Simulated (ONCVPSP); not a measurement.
Cutoff test, Pd, ONCV

```json
{
 "Element": "palladium",
 "Generator": "ONCVPSP 4.0.1",
 "Type": "optimised norm-conserving Vanderbilt (ONCV)",
 "Functional": "PBE",
 "Relativity": "scalar-relativistic",
 "Frozen core": "[Ar] 3d10",
 "Valence charge": "18",
 "Reference configuration": "4s2 4p6 4d9 5s1",
 "Partial waves": "4s+5s: rc 1.75 bohr, ncon 4, nbas 7, qcut 6.3 1/bohr, 2 projectors; 4p: rc 1.10 bohr, ncon 4, nbas 8, qcut 8.3 1/bohr, 2 projectors, debl 3.6 Ha; 4d: rc 1.10 bohr, ncon 4, nbas 7, qcut 7.3 1/bohr, local",
 "Local potential": "the d channel",
 "Core correction": "none"
}
```

Problem. For each optimised wave give the share of its norm inside rc, the residual kinetic energy above qcut (Ha) and the cutoffs (Ha) for errors of 10, 1, 0.1 and 0.01 mHa per electron.

Solution.

| wave | norm inside rc | residual KE | 10 mHa | 1 mHa | 0.1 mHa | 0.01 mHa |
| --- | --- | --- | --- | --- | --- | --- |
| 4s | 0.981 | 1.8e-05 | 6.3 | 12.5 | 16.9 | 26.5 |
| 5s | 0.079 | 4.8e-05 | 5.0 | 12.7 | 18.3 | 43.2 |
| 4p | 0.611 | 2.0e-03 | 26.2 | 52.9 | 157.1 | 183.8 |
| p projector 2 | 0.043 | 5.6e-04 | 12.3 | 31.9 | 59.8 | 145.8 |
| 4d | 0.324 | 4.9e-03 | 24.0 | 40.5 | 124.7 | 147.9 |

The occupied waves need 53 Ha and 157 Ha for 1 and 0.1 mHa. Its largest configuration-test error is -348 meV.
